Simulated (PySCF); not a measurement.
PySCF input (BP86/6-31G* with LANL2DZ past Ar (5d)):

```python
from pyscf import gto, dft

mol = gto.M(
    atom='''
    Ca    0.00000000    0.00000000    0.00000000
    O     0.00000000    0.00000000    2.03878300
    O    -0.00000000   -0.00000000   -2.03878300
    H     0.00000000    0.00000000    2.99386900
    H    -0.00000000   -0.00000000   -2.99386900
    ''',
    basis={'default': '6-31g*', 'Ca': 'lanl2dz'},
    ecp={'Ca': 'lanl2dz'},
    charge=0,
    spin=0,
    verbose=4,
)

mf = dft.RKS(mol, xc='bp86')
mf.grids.level = 3
mf.conv_tol = 1e-9
mf.max_cycle = 100
mf.max_memory = 1500
mf.kernel()
if not mf.converged:
    mf = mf.newton()
    mf.kernel(mf.make_rdm1())
mf.dip_moment()
```

From the output:

```
[INPUT]  3 O      0.000000000000   0.000000000000  -2.038783000000 AA    0.000000000000   0.000000000000  -3.852741497419 Bohr   0.0
[INPUT]  4 H      0.000000000000   0.000000000000   2.993869000000 AA    0.000000000000   0.000000000000   5.657592462825 Bohr   0.0
[INPUT]  5 H      0.000000000000   0.000000000000  -2.993869000000 AA    0.000000000000   0.000000000000  -5.657592462825 Bohr   0.0

nuclear repulsion = 64.0054714988896
number of shells = 21
number of NR pGTOs = 82
number of NR cGTOs = 44
basis = {'default': '6-31g*', 'Ca': 'lanl2dz'}
ecp = {'Ca': 'lanl2dz'}

******** <class 'pyscf.dft.rks.RKS'> ********
method = RKS
initial guess = minao
damping factor = 0
level_shift factor = 0
DIIS = <class 'pyscf.scf.diis.CDIIS'>
diis_start_cycle = 1
diis_space = 8
diis_damp = 0
SCF conv_tol = 1e-09
SCF conv_tol_grad = None
SCF max_cycles = 100
direct_scf = True
direct_scf_tol = 1e-13
XC library pyscf.dft.libxc version 7.1.2
    S. Lehtola, C. Steigemann, M. J. T. Oliveira, and M. A. L. Marques,  SoftwareX 7, 1–5 (2018)
XC functionals = bp86
    A. D. Becke,  Phys. Rev. A 38, 3098 (1988)
    J. P. Perdew,  Phys. Rev. B 33, 8822 (1986)
    J. P. Perdew,  Phys. Rev. B 34, 7406–7406 (1986)
radial grids:
    Treutler-Ahlrichs [JCP 102, 346 (1995); DOI:10.1063/1.469408] (M4) radial grids

becke partition: Becke, JCP 88, 2547 (1988); DOI:10.1063/1.454033
pruning grids: <function nwchem_prune>
grids dens level: 3
symmetrized grids: False
atomic radii adjust function: <function treutler_atomic_radii_adjust>
small_rho_cutoff = 0
Set gradient conv threshold to 3.16228e-05
Initial guess from minao.
tot grids = 68208
init E= -189.321148980328
  HOMO = -0.19390859078363  LUMO = 0.000351446868476657  gap/eV = 5.28608
cycle= 1 E= -186.908349889947  delta_E= 2.41  |g|= 2.41  |ddm|=  3.6
  HOMO = 0.0495467356253405  LUMO = 0.0580031431262166  gap/eV = 0.23011
cycle= 2 E= -179.940098850785  delta_E= 6.97  |g|= 3.97  |ddm|= 7.36
  HOMO = -0.57706087019497  LUMO = -0.158678195758817  gap/eV = 11.38477
cycle= 3 E= -187.544213169139  delta_E= -7.6  |g|= 1.86  |ddm|= 6.68
  HOMO = -0.395164846564893  LUMO = -0.0871712805469333  gap/eV = 8.38093
cycle= 4 E= -188.051329394693  delta_E= -0.507  |g|= 0.905  |ddm|= 0.699
  HOMO = -0.167744353637295  LUMO = -0.0449299067099878  gap/eV = 3.34195
cycle= 5 E= -188.225650407925  delta_E= -0.174  |g|= 0.159  |ddm|= 0.649
  HOMO = -0.159088545917153  LUMO = -0.0517052926980766  gap/eV = 2.92205
cycle= 6 E= -188.231461874392  delta_E= -0.00581  |g|= 0.0266  |ddm|= 0.137
  HOMO = -0.161525835038247  LUMO = -0.059283075647826  gap/eV = 2.78217
cycle= 7 E= -188.231662805025  delta_E= -0.000201  |g|= 0.00242  |ddm|= 0.0334
  HOMO = -0.161699900875571  LUMO = -0.0596072697048764  gap/eV = 2.77808
cycle= 8 E= -188.231663920121  delta_E= -1.12e-06  |g|= 0.000207  |ddm|= 0.0017
  HOMO = -0.161691036847721  LUMO = -0.0595816135737697  gap/eV = 2.77854
cycle= 9 E= -188.231663931701  delta_E= -1.16e-08  |g|= 7.01e-05  |ddm|= 0.000292
  HOMO = -0.161682584495464  LUMO = -0.05958165753046  gap/eV = 2.77831
cycle= 10 E= -188.231663932834  delta_E= -1.13e-09  |g|= 6.79e-06  |ddm|= 5.73e-05
  HOMO = -0.161681520079222  LUMO = -0.0595808267490452  gap/eV = 2.77830
cycle= 11 E= -188.231663932843  delta_E= -8.33e-12  |g|= 7.85e-07  |ddm|= 4.04e-06
  HOMO = -0.161681195186534  LUMO = -0.0595807019829904  gap/eV = 2.77830
Extra cycle  E= -188.231663932842  delta_E= 3.13e-13  |g|= 1.77e-06  |ddm|= 1.67e-06
converged SCF energy = -188.231663932842
Dipole moment(X, Y, Z, Debye):  0.00000,  0.00000, -0.00000
```

The geometry given is a B3LYP-D3(BJ)/def2-TZVP minimum.
